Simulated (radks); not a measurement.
The numbers below are computed, except where a source is named.
Ge VI, configuration [Ne] 3s2 3p(1/2: 1, 3/2: 4) 3d10 (not the ground configuration). Code: a radial shooting solver on a logarithmic mesh with Libxc functionals. Model: Dirac Kohn-Sham, BLYP, spin-unpolarised, spherical densities, finite nucleus; Fermi nuclear charge, rms radius 4.0742 fm.

Normalised radial functions P(r) = r R(r) (large component), r in bohr:

r	2p1/2	3d5/2
0.002521	0.0096	0.0000
0.00282	0.0115	0.0000
0.003179	0.0140	0.0000
0.003556	0.0168	0.0000
0.004009	0.0205	0.0000
0.004521	0.0251	0.0000
0.005056	0.0303	0.0001
0.005701	0.0371	0.0001
0.006428	0.0455	0.0001
0.00719	0.0551	0.0002
0.008106	0.0676	0.0002
0.00914	0.0830	0.0003
0.01022	0.1004	0.0004
0.01153	0.1230	0.0006
0.01289	0.1485	0.0009
0.01454	0.1815	0.0012
0.01639	0.2213	0.0017
0.01833	0.2656	0.0024
0.02067	0.3220	0.0033
0.0233	0.3889	0.0046
0.02607	0.4620	0.0063
0.02939	0.5530	0.0087
0.03314	0.6580	0.0119
0.03706	0.7695	0.0161
0.04179	0.9034	0.0219
0.04674	1.0415	0.0292
0.0527	1.2019	0.0395
0.05942	1.3726	0.0531
0.06646	1.5372	0.0694
0.07494	1.7137	0.0919
0.08449	1.8825	0.1205
0.0945	2.0251	0.1539
0.1066	2.1517	0.1980
0.1192	2.2358	0.2479
0.1344	2.2795	0.3116
0.1515	2.2669	0.3863
0.1695	2.1998	0.4659
0.1911	2.0679	0.5608
0.2154	1.8793	0.6636
0.241	1.6616	0.7636
0.2717	1.3991	0.8708
0.3063	1.1253	0.9725
0.3426	0.8774	1.0567
0.3863	0.6367	1.1294
0.4321	0.4465	1.1751
0.4872	0.2858	1.1956
0.5493	0.1696	1.1841
0.6144	0.0967	1.1442
0.6927	0.0484	1.0730
0.781	0.0219	0.9770
0.8736	0.0094	0.8705
0.985	0.0034	0.7449
1.111	0.0011	0.6148
1.242	0.0003	0.4957
1.401	0.0001	0.3769
1.567	0.0000	0.2790
1.766	0.0000	0.1913
1.991	0.0000	0.1232
2.228	0.0000	0.0764
2.511	0.0000	0.0421

2p1/2: eigenvalue -1301.4 eV, 0 radial nodes, <r> = 0.181 bohr, 90 % of the charge inside 0.296 bohr. 3d5/2: eigenvalue -104.65 eV, 0 radial nodes, <r> = 0.685 bohr, 90 % of the charge inside 1.13 bohr.
